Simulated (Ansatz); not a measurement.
GeHMe2(NCO) (C₃H₇GeNO). Total charge 0; singlet. Geometry PBE-D4/def2-SVP; atoms count from 1.

```csv
atom,x (Å),y (Å),z (Å)
Ge1,0.488,-0.477,0.083
H2,1.578,-1.579,0.132
C3,1.211,1.287,0.533
H4,1.596,1.288,1.573
H5,0.419,2.056,0.446
H6,2.039,1.549,-0.153
C7,-1.083,-0.954,1.151
H8,-1.506,-1.916,0.803
H9,-1.858,-0.168,1.059
H10,-0.803,-1.054,2.219
N11,-0.043,-0.422,-1.691
C12,-0.709,0.006,-2.608
O13,-1.330,0.382,-3.547
```

Q: Estimate the Mulliken populations from the PBE0/def2-TZVP orbitals of Ansatz.

A: 
| atom | charge (e) |
| --- | --- |
| Ge1 | 0.40 |
| H2 | 0.01 |
| C3 | -0.49 |
| H4 | 0.14 |
| H5 | 0.15 |
| H6 | 0.16 |
| C7 | -0.49 |
| H8 | 0.16 |
| H9 | 0.15 |
| H10 | 0.14 |
| N11 | -0.34 |
| C12 | 0.30 |
| O13 | -0.28 |
Mulliken values depend strongly on the basis.

Q: And the Mayer bond orders between heavy atoms (over 0.3)?

A: Ge1–C3 0.96 (1.96 Å); Ge1–C7 0.96 (1.96 Å); Ge1–N11 0.87 (1.85 Å); N11–C12 2.08 (1.21 Å); C12–O13 2.07 (1.19 Å).
